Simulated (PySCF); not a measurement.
Input file for PySCF: R-HF/3-21G on H2O (SMILES O).

```python
from pyscf import gto, scf, dft, mp
from pyscf.data.elements import chemcore

mol = gto.M(
    atom='''
    O    -0.12077657    0.16146854   -0.88120611
    H     0.02235168    0.11252110    0.07554706
    H    -1.04094350    0.42390226   -0.97768318
    ''',
    basis='3-21g',
    charge=0, spin=0, verbose=3, max_memory=1800)
mf = scf.RHF(mol)
mf.conv_tol = 1e-8
mf.max_cycle = 100
mf.kernel()
if not mf.converged:
    mf = mf.newton().run(mf.mo_coeff, mf.mo_occ)
```

It printed:

```
converged SCF energy = -75.5856521269767
```

The run converged.

Cost: roughly 0.04 core-seconds.
